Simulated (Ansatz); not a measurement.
The cluster Nb3O5, relaxed as a doublet with UKS PBE0-D4/def2-SVP in Ansatz, starting from the GFN1-xTB geometry. Force threshold 0.02 eV/Å.

In the def2 sets Nb takes a core potential; there is no spin–orbit coupling. The structure comes from a short search, and lower isomers may exist.

Start:

Cartesian coordinates in Å:
```
Nb 1.429 0.419 -0.566
Nb -0.510 -1.405 -0.646
Nb -0.598 0.553 1.354
O 2.220 0.720 -2.024
O -0.923 -1.761 -2.235
O 1.149 0.956 1.149
O -1.742 1.687 1.863
O -1.025 -1.169 1.106
```

| step | energy (eV) | largest force component (eV/Å) | SCF passes |
| --- | --- | --- | --- |
| 1 | -14871.2988 | 5.571 | 68 |
| 2 | -14873.0834 | 1.041 | 68 |
| 3 | -14873.3841 | 2.124 | 54 |
| 4 | -14873.6350 | 2.102 | 59 |
| 5 | -14873.8842 | 0.890 | 54 |
| 6 | -14873.9562 | 0.583 | 55 |
| 7 | -14873.9861 | 0.287 | 50 |
| 8 | -14873.9879 | 0.477 | 56 |
| 9 | -14873.9972 | 0.121 | 47 |
| 10 | -14873.9992 | 0.096 | 50 |
| 11 | -14874.0011 | 0.127 | 48 |
| 12 | -14874.0049 | 0.175 | 47 |
| 13 | -14874.0079 | 0.171 | 48 |
| 14 | -14874.0093 | 0.153 | 48 |
| 15 | -14874.0112 | 0.086 | 50 |
| 16 | -14874.0117 | 0.091 | 48 |
| 17 | -14874.0118 | 0.058 | 50 |
| 18 | -14874.0120 | 0.017 | 43 |

Force components are those of the run's own axes.

End:

```csv
atom,x (Å),y (Å),z (Å)
Nb1,1.612,0.166,-0.449
Nb2,-0.277,-1.826,-0.545
Nb3,-0.476,0.490,1.424
O4,1.390,1.173,-1.787
O5,-1.013,-1.357,-1.985
O6,1.398,0.853,1.373
O7,-1.465,1.767,0.904
O8,-1.169,-1.267,1.066
```

By distances, no bond broke or formed. The bond that changes most is Nb1–O6, from 1.82 to 1.96 Å (atoms count from 1). The end is the same structure that another start reached, the lowest one found.

No frequencies were taken in this run, so the end may be a saddle point.

Run time 4.1 min (2 threads of AMD EPYC 7R13 on a shared host), peak host memory 0.86 GiB.
